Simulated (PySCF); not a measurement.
FGeH₅Si.
Cartesian coordinates in Å at the PBE0-D3(BJ)/def2-SVP level; atoms count from 1:
```
atom  x, y, z in Å
F1     1.8658    0.1483    1.3808
Ge2    1.1427   -0.0600   -0.2024
Si3   -1.2183    0.0517    0.1055
H4     1.6373   -1.4268   -0.7140
H5     1.7097    1.0768   -1.0746
H6    -1.5891    1.3772    0.6821
H7    -1.6577   -1.0406    1.0227
H8    -1.8819   -0.1172   -1.2237
```

Method: PBE0-D3(BJ)/def2-SVP geometry optimisation, gas phase (PySCF).

Take the most abundant isotopes and a rigid rotor. 

Give the principal moments of inertia and the rotational constants in MHz.

Ia = 47.79, Ib = 171.02, Ic = 206.35 u·Å²; 505379 MHz·u·Å²/I gives A = 10574, B = 2955, C = 2449 MHz.

What kind of rotor is it?

An asymmetric top. Ray's parameter κ = (2B − A − C)/(A − C) = -0.875; −1 is the prolate and +1 the oblate limit.

What does the inertial defect say?

Not planar: Δ = Ic − Ia − Ib = -12.47 u·Å². For a rigid frame Δ = −2 Σ m c², so Σ m c² = 6.23 u·Å² lies off the ab plane, practically all of it from hydrogen. The atom farthest from that plane is 1.27 Å away.

Give the other two planar moments, Paa and Pbb, and the rms extents of the mass along the axes.

Paa = Σ m a² = (Ib + Ic − Ia)/2 = 164.79 and Pbb = Σ m b² = (Ia + Ic − Ib)/2 = 41.56 u·Å². With the mass M = 125.94 u, the rms extents √(P/M) along a, b and c are 1.14, 0.57, 0.22 Å.

Which lines would a microwave search look for?

The dipole components are |μa| = 1.41 D, |μb| = 1.59 D, |μc| = 0.00 D; the mirror of this Cs structure is the ab plane, so μc vanishes by symmetry and there are no c-type lines. The squared components, which scale the intensities, stand as 0.79 : 1.00 (a : b). Some lines, for components of 0.1 D or more:

```csv
type,branch,"J(Ka,Kc)",MHz,lower level (cm⁻¹)
a,Q,"1(1,0) ← 1(1,1)",506,0.434
a,Q,"2(1,1) ← 2(1,2)",1518,0.778
b,R,"2(0,2) ← 1(1,1)",3165,0.434
a,R,"1(0,1) ← 0(0,0)",5404,0.000
b,Q,"1(1,0) ← 1(0,1)",8125,0.180
b,Q,"2(1,1) ← 2(0,2)",8655,0.540
a,R,"2(1,2) ← 1(1,1)",10302,0.434
a,R,"2(0,2) ← 1(0,1)",10784,0.180
a,R,"2(1,1) ← 1(1,0)",11314,0.451
b,R,"1(1,1) ← 0(0,0)",13023,0.000
b,R,"2(1,2) ← 1(0,1)",17921,0.180
b,Q,"2(2,0) ← 2(1,1)",22881,0.829
b,Q,"2(2,1) ← 2(1,2)",24375,0.778
b,R,"2(2,1) ← 1(1,0)",34171,0.451
b,R,"2(2,0) ← 1(1,1)",34701,0.434
```

Estimate the classical rotational partition function at 100 K, 298.15 K and 500 K.

Point group Cs, symmetry number σ = 1; q = (√π/σ)·√((kT/h)³/(ABC)), k/h = 20836.6 MHz/K: 19300 at 100 K, 99200 at 298.15 K, 215000 at 500 K.

Stationary, but not proved a minimum. These are rigid-rotor constants of the computed structure; measured ground-state constants (B0) also hold zero-point vibration. A rigid rotor knows nothing of internal rotation, which can split or shift real lines.
